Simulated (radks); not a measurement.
Values are calculated unless marked as measured or tabulated.
All-electron atom: Al4+ in [He] 2s2 2p5 (the NIST ground configuration). Code: a radial shooting solver on a logarithmic mesh with Libxc functionals. Model: scalar-relativistic Kohn-Sham, LDA (Slater exchange, Perdew-Wang correlation), spin-polarised, spherical densities, finite nucleus; open shells are filled with parallel spins first; Fermi nuclear charge, rms radius 3.061 fm. Some entries of the table are withheld. Estimate them.

| orbital | occ. | eigenvalue (hartree) | <r^2> (bohr^2) | <1/r> (bohr^-1) |
|---|---|---|---|---|
| 1s up | 1 | -58.22571 | 0.01958 | 12.59 |
| 1s down | 1 | -58.16327 | 0.01955 | 12.60 |
| 2s up | 1 | (1) | 0.4346 | 2.423 |
| 2s down | 1 | (2) | 0.4395 | 2.409 |
| 2p up | 3 | -5.15069 | 0.3973 | 2.325 |
| 2p down | 2 | -5.03631 | 0.4051 | 2.309 |
| 3s up | 0 | -1.75720 | (3) | 0.7834 |
| 3s down | 0 | -1.74114 | (4) | 0.7772 |
| 3p up | 0 | -1.45033 | 4.273 | (5) |
| 3p down | 0 | -1.43512 | 4.358 | (6) |

Answer. 
(1) 2s up eigenvalue (hartree): -6.50112
(2) 2s down eigenvalue (hartree): -6.39775
(3) 3s up <r^2> (bohr^2): 3.674
(4) 3s down <r^2> (bohr^2): 3.730
(5) 3p up <1/r> (bohr^-1): 0.7170
(6) 3p down <1/r> (bohr^-1): 0.7108
